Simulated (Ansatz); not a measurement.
One geometry of ZrHF₃, several levels of theory.

```yaml
crystal:
  periodic: [false, false, false]
  atoms:
    - {symbol: Zr, position_ang: [-0.000207, 0.000407, -0.039916]}
    - {symbol: H, position_ang: [0.010362, -0.017434, 1.805408]}
    - {symbol: F, position_ang: [1.804670, 0.010163, -0.598907]}
    - {symbol: F, position_ang: [-0.911205, 1.569198, -0.568235]}
    - {symbol: F, position_ang: [-0.903620, -1.562333, -0.598340]}
basis:
  gaussian: {orbitals: def2-TZVP, initial_orbitals: start.molden}
hamiltonian: {xc: hse06, dispersion: d4}
scf: {omitted_lower_state_checks: [starts]}
output: {orbitals: {seedname: orbitals}}
```

The file start.molden holds the orbitals of an earlier run on this structure, at another level or in another basis.

```sh
$ ansatz run in.yaml --threads 2 --pin off --events-out ev --progress --plain --max-ram 4352MiB
```

Shortened log:

```
Functional definition: HSE06
911 factors; their error is unknown
70 factors; integrals over basis functions are off by at most 6.0e-6 eV
mean field evaluation 1: about -9448.9925 eV, gradient 3.7e-1 eV
mean field evaluation 2: about -9448.9927 eV, gradient 2.0e-4 eV
mean field evaluation 4: about -9449.0520 eV, gradient 2.5e-5 eV
mean field -9449.05198614 eV, -347.2462556933 hartree, gradient 3.1e-5 eV, S^2 0.000000; 0 other end points of the search recorded, 0 dependent functions left out
reference -9449.05206037 eV, -347.2462584211 hartree; 20, 20 occupied and 119, 119 virtual orbitals, 911 factors
Total energy: -9449.11231271 eV, -347.2484726537 hartree
Checks for a lower state left out: starts
```

It took 2.8 s on 2 threads of Intel Xeon Platinum 8259CL on a shared host.

The first input with `gaussian: {orbitals: def2-TZVPD, initial_orbitals: start.molden}`, `hamiltonian: {xc: r2scan, dispersion: d4}` (abridged; 3.9 s):

```
Functional definition: r2SCAN
mean field -9455.15083828 eV, -347.4703843754 hartree, gradient 1.2e-5 eV, S^2 0.000000
Total energy: -9455.16835343 eV, -347.4710280451 hartree
Checks for a lower state left out: starts
```

The first input with `correlation: {method: mp2}` and without the key `hamiltonian` (abridged; 1.9 s):

```
Functional definition: HF
mean field -9409.88298952 eV, -345.8068216171 hartree, gradient 7.7e-6 eV, S^2 0.000000
3 core orbitals not correlated: weight in the atoms' cores, before any rotation towards them, 1.000 or more for the frozen orbitals, at most 0.000 for the correlated occupied ones
second order -28.92458813 eV of doubles, -0.00000000 eV of singles
Total energy: -9438.80757766 eV, -346.8697806253 hartree
Checks for a lower state left out: starts
```

The first input with `gaussian: {orbitals: def2-SVP, initial_orbitals: start.molden}`, `hamiltonian: {xc: pbe0, dispersion: d4}` (abridged; 1.4 s):

```
Functional definition: PBE0
mean field -9439.15121699 eV, -346.8824091378 hartree, gradient 5.5e-5 eV, S^2 0.000000
Total energy: -9439.21535772 eV, -346.8847662661 hartree
Checks for a lower state left out: starts
```

The first input with `hamiltonian: {xc: pbe0, dispersion: d4}` (abridged; 2.4 s):

```
Functional definition: PBE0
mean field -9449.41363409 eV, -347.2595460103 hartree, gradient 4.0e-5 eV, S^2 0.000000
Total energy: -9449.47777237 eV, -347.2619030484 hartree
Checks for a lower state left out: starts
```

Geometry: PBE0-D4/def2-TZVP.

In the def2 sets Zr takes a core potential; there is no spin–orbit coupling. HSE06 is defined as in plane-wave codes, on full-range PBE exchange. Correlated methods freeze 3 core orbitals; core or outer-core shells of Zr are correlated, in sets that lack core-valence functions.
